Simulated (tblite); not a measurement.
Compound: C₃H₇NO₂Si.
Numbering: `[CH2:1]=[C:2]1[CH2:3][O:4][Si@H:5]([NH2:6])[O:7]1` (hydrogens: H8, H9 on C1; H10, H11 on C3; H12 on Si5; H13, H14 on N6)

Structure optimised with GFN2-xTB, isolated species.

Give the optimised bond lengths and angles.

```json
{"bond": "C1=C2", "length (pm)": "132.2", "order": "double"}
{"bond": "C2–C3", "length (pm)": "151.5", "order": "single"}
{"bond": "C3–O4", "length (pm)": "140.1", "order": "single"}
{"bond": "O4–Si5", "length (pm)": "163.6", "order": "single"}
{"bond": "Si5–N6", "length (pm)": "171.8", "order": "single"}
{"bond": "Si5–O7", "length (pm)": "164.9", "order": "single"}
{"bond": "C2–O7", "length (pm)": "135.2", "order": "single"}
{"bond": "C1–H8", "length (pm)": "107.4", "order": "single"}
{"bond": "C1–H9", "length (pm)": "107.3", "order": "single"}
{"bond": "C3–H10", "length (pm)": "109.5", "order": "single"}
{"bond": "C3–H11", "length (pm)": "109.6", "order": "single"}
{"bond": "Si5–H12", "length (pm)": "145.7", "order": "single"}
{"bond": "N6–H13, N6–H14", "length (pm)": "100.7", "order": "single"}
```

Bonds in one row agree within 1 pm and their mean is given. Orders are formal, as drawn. A selection of angles:
```json
{"angle": "C2–C1–H8", "degrees": "121.3"}
{"angle": "C2–C1–H9", "degrees": "120.7"}
{"angle": "H8–C1–H9", "degrees": "118.0"}
{"angle": "C1–C2–C3", "degrees": "125.4"}
{"angle": "C1–C2–O7", "degrees": "123.2"}
{"angle": "C3–C2–O7", "degrees": "111.4"}
{"angle": "C2–C3–O4", "degrees": "108.6"}
{"angle": "C2–C3–H10", "degrees": "110.8"}
{"angle": "C2–C3–H11", "degrees": "110.5"}
{"angle": "O4–C3–H10", "degrees": "109.1"}
{"angle": "O4–C3–H11", "degrees": "109.1"}
{"angle": "H10–C3–H11", "degrees": "108.7"}
{"angle": "C3–O4–Si5", "degrees": "111.5"}
{"angle": "O4–Si5–N6", "degrees": "110.8"}
{"angle": "O4–Si5–O7", "degrees": "96.8"}
{"angle": "O4–Si5–H12", "degrees": "110.3"}
{"angle": "N6–Si5–O7", "degrees": "109.7"}
{"angle": "N6–Si5–H12", "degrees": "119.0"}
{"angle": "O7–Si5–H12", "degrees": "107.9"}
{"angle": "Si5–N6–H13", "degrees": "117.2"}
{"angle": "H13–N6–H14", "degrees": "109.8"}
{"angle": "C2–O7–Si5", "degrees": "111.6"}
```

Dihedral angles: C1–C2–C3–O4 -179° (antiperiplanar); C2–C3–O4–Si5 -3° (synperiplanar); C3–O4–Si5–N6 117° (anticlinal); O4–Si5–O7–C2 -3° (synperiplanar); C1–C2–O7–Si5 -178° (antiperiplanar).

The 2 C–C bonds span 1.322 Å (C1=C2, drawn double) to 1.515 Å (C2–C3, drawn single), a spread of 0.193 Å. Si5 (oxygen-bound silicon) has angles from 96.8° to 119.0°. The C–O distances run from 1.352 Å (C2–O7, drawn single) to 1.401 Å (C3–O4, drawn single), a spread of 0.049 Å. N6 (silicon-bound nitrogen) is pyramidal (angles 117.2°, 117.1° and 109.8°, sum 344.1°, 0.27 Å off the plane of its three neighbours). The 5-membered ring C2–C3–O4–Si5–O7 has internal angles of 96.8° to 111.6° (sum 540°, against 540° for a flat polygon); it is almost planar, 0.02 Å rms from its mean plane, widest ring torsion 3°.

Point group: C1 (no symmetry element, even within 0.4 Å). Its GFN2-xTB frequencies are all real (lowest 83 cm⁻¹). One conformer, not necessarily the lowest (O4–Si5–N6–H -168° and 59°).

The numbers are calculated, not measured.
